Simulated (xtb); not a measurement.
Input file for xtb: GFN2-xTB on BeClF (SMILES [F][Be][Cl]), a point of a bond scan (R = 2.172 Å).

```
$ xtb mol.xyz --gfn 2 --sp --chrg 0 --uhf 0
3

Be    -0.00000000    -0.00000000    -0.61301342
F     -0.00000000    -0.00000000    -1.98830246
Cl     0.00000000     0.00000000     1.55884569
```

The head of its log:

```
[...]
           -------------------------------------------------
          |                Calculation Setup                |
           -------------------------------------------------



           -------------------------------------------------
          |                 G F N 2 - x T B                 |
           -------------------------------------------------

        Reference                      10.1021/acs.jctc.8b01176
      * Hamiltonian:
        H0-scaling (s, p, d)           1.850000    2.230000    2.230000
        zeta-weighting                 0.500000
      * Dispersion:
        s8                             2.700000
        a1                             0.520000
        a2                             5.000000
        s9                             5.000000
      * Repulsion:
        kExp                           1.500000    1.000000
        rExp                           1.000000
      * Coulomb:
        alpha                          2.000000
        third order                    shell-resolved
        anisotropic                    true
        a3                             3.000000
        a5                             4.000000
        cn-shift                       1.200000
        cn-exp                         4.000000
        max-rad                        5.000000


          ...................................................
          :                      SETUP                      :
          :.................................................:
          :  # basis functions                  18          :
          :  # atomic orbitals                  17          :
          :  # shells                            7          :
          :  # electrons                        16          :
          :  max. iterations                   250          :
          :  Hamiltonian                  GFN2-xTB          :
          :  restarted?                      false          :
          :  GBSA solvation                  false          :
          :  PC potential                    false          :
          :  electronic temp.          300.0000000     K    :
          :  accuracy                    1.0000000          :
          :  -> integral cutoff          0.2500000E+02      :
          :  -> integral neglect         0.1000000E-07      :
          :  -> SCF convergence          0.1000000E-05 Eh   :
          :  -> wf. convergence          0.1000000E-03 e    :
          :  Broyden damping             0.4000000          :
          :  net charge                          0          :
          :  unpaired electrons                  0          :
          ...................................................

 iter      E             dE          RMSdq      gap      omega  full diag
   1     -2.3026874 -0.230269E+01  0.311E+01    1.52       0.0  T
   2     -8.3326273 -0.602994E+01  0.228E+01   12.85       1.0  T
```

Q: Give the final energy of this run.

A: -10.0521 hartree.
